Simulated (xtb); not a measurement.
FGe (SMILES [F][Ge]), doublet, at a GFN2-xTB geometry, atoms displaced at random by about 0.02 Å a coordinate; GFN2-xTB (xtb).

Input for xtb:
```
$ xtb mol.xyz --gfn 2 --uhf 1 --opt crude --json

# file mol.xyz
2

Ge    -0.01469299     0.02742937    -0.40586060
F      0.02394796     0.02725355     1.43583761
```

The log (banner, timings and long lists left out):

```
   ID    Z sym.   atoms
    1   32 Ge     1
    2    9 F      2

           -------------------------------------------------
          |                Calculation Setup                |
           -------------------------------------------------

           -------------------------------------------------
          |                 G F N 2 - x T B                 |
           -------------------------------------------------

          ...................................................
          :                      SETUP                      :
          :.................................................:
          :  # basis functions                  14          :
          :  # atomic orbitals                  13          :
          :  # shells                            5          :
          :  # electrons                        11          :
          :  max. iterations                   250          :
          :  Hamiltonian                  GFN2-xTB          :
          :  restarted?                      false          :
          :  GBSA solvation                  false          :
          :  PC potential                    false          :
          :  electronic temp.          300.0000000     K    :
          :  accuracy                    1.0000000          :
          :  -> integral cutoff          0.2500000E+02      :
          :  -> integral neglect         0.1000000E-07      :
          :  -> SCF convergence          0.1000000E-05 Eh   :
          :  -> wf. convergence          0.1000000E-03 e    :
          :  Broyden damping             0.4000000          :
          :  net charge                          0          :
          :  unpaired electrons                  1          :
          ...................................................

 iter      E             dE          RMSdq      gap      omega  full diag
   1     -6.5141704 -0.651417E+01  0.287E+01    0.00       0.0  T
   2     -6.6468178 -0.132647E+00  0.120E+01    0.00       1.0  T
   3     -6.6750876 -0.282698E-01  0.485E+00    0.00       1.0  T
   4     -6.6566468  0.184408E-01  0.102E+01    0.00       1.0  T
   5     -6.6761478 -0.195010E-01  0.109E+00    0.00       1.0  T
   6     -6.6763712 -0.223431E-03  0.460E-01    0.00       1.0  T
   7     -6.6764483 -0.770619E-04  0.906E-02    0.00       1.0  T
   8     -6.6764520 -0.368962E-05  0.226E-02    0.00       3.1  T
   9     -6.6764525 -0.524817E-06  0.302E-03    0.00      23.4  T
  10     -6.6764525 -0.530642E-08  0.145E-04    0.00     488.3  T
  11     -6.6764525 -0.277485E-10  0.287E-05    0.00    2466.2  T

   *** convergence criteria satisfied after 11 iterations ***

         :::::::::::::::::::::::::::::::::::::::::::::::::::::
         ::                     SUMMARY                     ::
         :::::::::::::::::::::::::::::::::::::::::::::::::::::
         :: total energy              -6.675260470714 Eh    ::
         :: gradient norm              0.004103002033 Eh/a0 ::
         :: HOMO-LUMO gap              0.000000000000 eV    ::
         ::.................................................::
         :: SCC energy                -6.676452517746 Eh    ::
         :: -> isotropic ES            0.001405573312 Eh    ::
         :: -> anisotropic ES          0.001819533960 Eh    ::
         :: -> anisotropic XC         -0.000366448134 Eh    ::
         :: -> dispersion             -0.000408020575 Eh    ::
         :: repulsion energy           0.001192047032 Eh    ::
         :: add. restraining           0.000000000000 Eh    ::
         :: total charge              -0.000000000000 e     ::
         :::::::::::::::::::::::::::::::::::::::::::::::::::::

      -----------------------------------------------------------
     |                   =====================                   |
     |                        A N C O P T                        |
     |                   =====================                   |
     |               Approximate Normal Coordinate               |
     |                Rational Function Optimizer                |
      -----------------------------------------------------------
      -----------------------------------------------------------
     |                   =====================                   |
     |                        A N C O P T                        |
     |                   =====================                   |
     |               Approximate Normal Coordinate               |
     |                Rational Function Optimizer                |
      -----------------------------------------------------------

          ...................................................
          :                      SETUP                      :
          :.................................................:
          :   optimization level             crude          :
          :   max. optcycles                   200          :
          :   ANC micro-cycles                  20          :
          :   degrees of freedom                 1          :
          :.................................................:
          :   RF solver                   davidson          :
          :   write xtbopt.log                true          :
          :   linear (good luck)              true          :
          :   energy convergence         0.5000000E-03 Eh   :
          :   grad. convergence          0.1000000E-01 Eh/α :
          :   maxmium RF displ.          1.0000000          :
          :   Hlow (freq-cutoff)         0.1000000E-01      :
          :   Hmax (freq-cutoff)         5.0000000          :
          :   S6 in model hess.         20.0000000          :
          ...................................................

generating ANC from exact Hessian ...
Using Lindh-Hessian (1995)
 Shifting diagonal of input Hessian by    0.0000000000000000
 Lowest  eigenvalues of input Hessian
    0.000000    0.000000    0.000000    0.000000    0.000000    0.684886
 Highest eigenvalues
[...]
 * total energy  :    -6.6752605 Eh     change       -0.2193801E-12 Eh
   *** GEOMETRY OPTIMIZATION CONVERGED AFTER 1 ITERATIONS ***
[...]
           -------------------------------------------------

          ...................................................
          :                      SETUP                      :
          :.................................................:
          :  # basis functions                  14          :
          :  # atomic orbitals                  13          :
          :  # shells                            5          :
          :  # electrons                        11          :
          :  max. iterations                   250          :
          :  Hamiltonian                  GFN2-xTB          :
          :  restarted?                      false          :
          :  GBSA solvation                  false          :
          :  PC potential                    false          :
          :  electronic temp.          300.0000000     K    :
          :  accuracy                    1.0000000          :
          :  -> integral cutoff          0.2500000E+02      :
          :  -> integral neglect         0.1000000E-07      :
          :  -> SCF convergence          0.1000000E-05 Eh   :
          :  -> wf. convergence          0.1000000E-03 e    :
          :  Broyden damping             0.4000000          :
          :  net charge                          0          :
          :  unpaired electrons                  1          :
          ...................................................

 iter      E             dE          RMSdq      gap      omega  full diag
   1     -6.6764525 -0.667645E+01  0.122E-07    0.00       0.0  T
   2     -6.6764525 -0.355271E-14  0.562E-08    0.00  100000.0  T
   3     -6.6764525  0.000000E+00  0.271E-08    0.00  100000.0  T

   *** convergence criteria satisfied after 3 iterations ***

         :::::::::::::::::::::::::::::::::::::::::::::::::::::
         ::                     SUMMARY                     ::
         :::::::::::::::::::::::::::::::::::::::::::::::::::::
         :: total energy              -6.675260470715 Eh    ::
         :: gradient norm              0.004102867318 Eh/a0 ::
         :: HOMO-LUMO gap              0.000000000000 eV    ::
         ::.................................................::
         :: SCC energy                -6.676452517747 Eh    ::
         :: -> isotropic ES            0.001405647161 Eh    ::
         :: -> anisotropic ES          0.001819533369 Eh    ::
         :: -> anisotropic XC         -0.000366447916 Eh    ::
         :: -> dispersion             -0.000408020694 Eh    ::
         :: repulsion energy           0.001192047032 Eh    ::
         :: add. restraining           0.000000000000 Eh    ::
         :: total charge               0.000000000000 e     ::
         :::::::::::::::::::::::::::::::::::::::::::::::::::::

           -------------------------------------------------
          |                Property Printout                |
           -------------------------------------------------

    * Orbital Energies and Occupations

         #    Occupation            Energy/Eh            Energy/eV
      -------------------------------------------------------------
         1        2.0000           -0.7684693             -20.9111
         2        2.0000           -0.6183282             -16.8256
         3        2.0000           -0.4690691             -12.7640
         4        2.0000           -0.4690691             -12.7640
         5        2.0000           -0.4627709             -12.5926
         6        0.5000           -0.2717180              -7.3938 (HOMO)
         7        0.5000           -0.2717180              -7.3938 (LUMO)
         8                         -0.1678256              -4.5668
         9                         -0.0465111              -1.2656
        10                         -0.0465111              -1.2656
        11                          0.0101681               0.2767
        12                          0.0101681               0.2767
        13                          0.4576889              12.4543
      -------------------------------------------------------------
                  HL-Gap            0.0000000 Eh            0.0000 eV
             Fermi-level           -0.3194812 Eh           -8.6935 eV

     #   Z          covCN         q      C6AA      α(0)
     1  32 Ge       0.707     0.313   282.934    36.011
     2   9 F        0.707    -0.313    12.485     4.172

 Mol. C6AA /au·bohr⁶  :        397.957192
 Mol. C8AA /au·bohr⁸  :      30343.257722
 Mol. α(0) /au        :         40.183423

Wiberg/Mayer (AO) data.
largest (>0.10) Wiberg bond orders for each atom

 ---------------------------------------------------------------------------
     #   Z sym  total        # sym  WBO       # sym  WBO       # sym  WBO
 ---------------------------------------------------------------------------
     1  32 Ge   1.176 --     2 F    1.176
     2   9 F    1.176 --     1 Ge   1.176
 ---------------------------------------------------------------------------

Topologies differ in total number of bonds
Writing topology from bond orders to xtbtopo.mol

molecular dipole:
                 x           y           z       tot (Debye)
 q only:       -0.023       0.000      -1.090
   full:       -0.027       0.000      -1.268       3.224
molecular quadrupole (traceless):
                xx          xy          yy          xz          yz          zz
 q only:        1.061      -0.002       1.061      -0.048      -0.084      -2.122
  q+dip:        1.118      -0.002       1.118      -0.048      -0.098      -2.236
   full:        1.840      -0.002       1.841      -0.094      -0.098      -3.681

optimized geometry written to: xtbopt.xyz

           -------------------------------------------------
          | TOTAL ENERGY               -6.675260470715 Eh   |
          | GRADIENT NORM               0.004102867318 Eh/α |
          | HOMO-LUMO GAP               0.000000000000 eV   |
           -------------------------------------------------
```
